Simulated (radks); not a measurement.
Results of a calculation; reference values are marked as such.
Spherical quantum dot in the effective-mass picture: electrons in a parabolic well V = omega^2 r^2 / 2 with omega = 0.0854, with a point charge +2 (a donor) at the centre, all in effective atomic units (hartree* = m*/eps^2 hartree, bohr* = eps/m* bohr), one dielectric constant everywhere. Level of theory: non-relativistic Kohn-Sham, PBEsol, spin-polarised, spherical densities (a radial shooting solver with Libxc functionals). Levels are named by radial order and angular momentum (1s, 1p, 1d, 2s, ...), and open shells are averaged over m. Results are scaled to m* = 0.33 and eps = 5.5, for which hartree* = 296.9 meV and bohr* = 0.882 nm.

N = 26, configuration 1s2 1p6 1d10 2s2 1f(up 6, down 0). This is the lowest configuration that the search found (a dilute case). Occupied levels:

level,occupation,eigenvalue (meV),<r> (nm)
1s down,1,529.59,0.8404
1s up,1,529.87,0.8404
2s up,1,681.03,8.715
2s down,1,681.56,7.429
1p up,3,684.75,9.494
1p down,3,686.61,8.504
1d up,5,690.57,10.31
1d down,5,693.85,9.831
1f up,6,697.67,10.86

Energy (meV): total 9046.26, kinetic 1173.5, external 53.055, Hartree 8928.1, exchange-correlation -1108.5.

Electron density:

r (nm),n(r) (e/nm^3)
1.37,0.02587
2.84,0.001502
4.31,0.001946
5.78,0.002466
7.25,0.002937
8.72,0.003245
10.2,0.003007
11.7,0.002014
13.1,0.0008204
14.6,0.0001751
16.1,0.00002151
17.5,1.450e-06
19.0,5.567e-08
